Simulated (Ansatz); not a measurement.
`[CH3][V](=[O])([Cl])[Cl]`, relaxed with RKS PBE0-D4/def2-TZVP in Ansatz 0.2.0 from a PBE-D4/def2-SVP geometry. The force threshold is 0.005 eV/Å; the program also tests the step.

Total charge 0; spin multiplicity 1.

Start:

```xyz
8

C    -0.521    0.943    0.055
V     0.502   -0.778    0.007
O     1.692   -0.504    0.979
Cl   -0.792   -2.316    0.787
Cl    1.204   -1.048   -2.014
H    -0.842    1.132    1.099
H     0.149    1.756   -0.292
H    -1.391    0.816   -0.622
```

| step | energy (eV) | largest force (eV/Å) | largest move (Å) |
| --- | --- | --- | --- |
| 1 | -53854.5470 | 0.788 | 0.000 |
| 2 | -53854.5756 | 0.296 | 0.024 |
| 3 | -53854.5779 | 0.030 | 0.006 |
| 4 | -53854.5780 | 0.004 | 0.002 |

End:

```xyz
8

C    -0.517    0.932    0.053
V     0.504   -0.774    0.009
O     1.675   -0.486    0.974
Cl   -0.795   -2.290    0.783
Cl    1.190   -1.032   -2.002
H    -0.829    1.111    1.084
H     0.147    1.729   -0.288
H    -1.375    0.810   -0.612
```

It took 20 s on 4 threads of a server CPU on a shared host, with 0.69 GiB of host memory at the peak.
